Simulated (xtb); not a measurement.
F5Mo, charge +1, singlet, at a GFN2-xTB geometry (such geometries of metal compounds can be far from the true shape) (the multiplicity is a formal guess).

The xtb input:
```
$ xtb mol.xyz --gfn 1 --chrg 1 --etemp 3000 --json

# file mol.xyz
6

Mo    -0.00000000     0.00000000     0.00000000
F      1.13923211    -0.67479094     1.06124415
F     -1.13923211     0.67479094    -1.06124415
F      0.19696813     1.53441364     0.76421247
F      0.99576562    -0.42956028    -1.34207718
F     -1.19273375    -1.10485336     0.57786471
```

Q: What does this run give for the HOMO-LUMO gap, partial charges in atom order, total energy (a free energy at this electronic temperature)?

A: 
| Quantity | Result |
|---|---|
| HOMO-LUMO gap | 6.61 eV |
| partial charges in atom order | Mo1 2.85, F2 -0.38, F3 -0.38, F4 -0.36, F5 -0.36, F6 -0.36 |
| total energy (a free energy at this electronic temperature) | -27.5017 Eh |
